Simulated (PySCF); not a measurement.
How methods differ on the excitation energy of Ge²⁺

Ge²⁺ [Ar] 3d10 4s2 (1S) → Ge²⁺ [Ar] 3d10 4s1 4p1 (3P), as a difference of total energies. Computed with PySCF 2.14 in x2c-TZVPPall (6s5p4d1f, 48 functions), with scalar relativity by spin-free X2C-1e. Correlated levels: valence and next inner shell: [Ne] frozen. The calculations carry no spin-orbit coupling.

```tsv
method	excitation energy (cm⁻¹)
UHF	52319
MP2 (valence and next inner shell)	59813
SCS-MP2 (valence and next inner shell)	61131
CCSD (valence and next inner shell)	61122
CCSD(T) (valence and next inner shell)	61474
```

A first-order spin-orbit estimate (lowest level to lowest level, LS coupling) adds -0.174 eV.

The basis was made for the ground configuration and has no added diffuse functions, so the excitation energy can come out too high.
